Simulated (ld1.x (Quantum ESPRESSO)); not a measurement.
## Reading a pseudo-wave (carbon)

Columns: radius, all-electron u(r) and pseudo u(r) of the 2s shell (level -13.89 eV) of carbon in the configuration [He] 2s1.5 2p2.5; Wu–Cohen, non-relativistic, TM scheme, ld1.x (Quantum ESPRESSO) 7.5.

```csv
r (bohr),all-electron,pseudo
0.145,0.3503,-0.0817
0.290,0.1728,-0.1753
0.435,-0.1163,-0.2920
0.580,-0.3795,-0.4347
0.725,-0.5790,-0.5864
0.870,-0.7121,-0.7118
1.015,-0.7873,-0.7873
1.160,-0.8173,-0.8173
1.305,-0.8140,-0.8140
1.450,-0.7880,-0.7880
1.595,-0.7470,-0.7470
1.740,-0.6973,-0.6973
1.885,-0.6432,-0.6432
2.030,-0.5876,-0.5876
2.175,-0.5327,-0.5327
2.320,-0.4798,-0.4798
2.465,-0.4298,-0.4298
2.610,-0.3832,-0.3832
2.755,-0.3403,-0.3403
2.900,-0.3012,-0.3012
3.045,-0.2659,-0.2659
3.190,-0.2342,-0.2342
3.335,-0.2059,-0.2059
3.480,-0.1808,-0.1808
3.625,-0.1586,-0.1586
3.770,-0.1389,-0.1389
```

Q: How many radial nodes do the two functions have?

A: The all-electron 2s function has n − l − 1 = 1; the pseudo-wave has 0, since the states of the same l below it are removed with the core.

Q: At about which radius was the pseudo-wave matched?

A: 1.10 bohr. The columns agree to 0.0005 from 0.87 bohr on; several derivatives are matched, so the curves merge somewhat inside the radius.

Q: Where does each function peak?

A: Outermost all-electron maximum near 1.16 bohr, pseudo maximum near 1.16 bohr (to the table’s step).

Q: Is the pseudo-wave norm-conserving?

A: Yes: the TM scheme keeps the norm inside the radius equal to the all-electron one, which fixes the energy derivative of the logarithmic derivative at the level.
